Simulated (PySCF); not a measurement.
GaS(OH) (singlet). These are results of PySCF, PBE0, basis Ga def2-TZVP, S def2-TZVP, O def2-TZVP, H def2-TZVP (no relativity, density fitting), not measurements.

Harmonic bands of its minimum:

```
ω (cm⁻¹)  IR (km/mol)
     148         11.0
     152          3.2
     526          2.3
     754          197
     823         13.2
    3890          127
```

Question: The central atom is Ga. Infer the point group and assign the bands.

Answer: Cs. The modes span 5a' + a'': 148 a', 152 a'', 526 a', 754 a', 823 a', 3890 a'. The computed geometry has Ga–O 1.750 Å, Ga–S 2.009 Å, O–H 0.961 Å; Ga–O–H 115.7°, O–Ga–S 176.8°.

This need not be the most stable arrangement of these atoms.
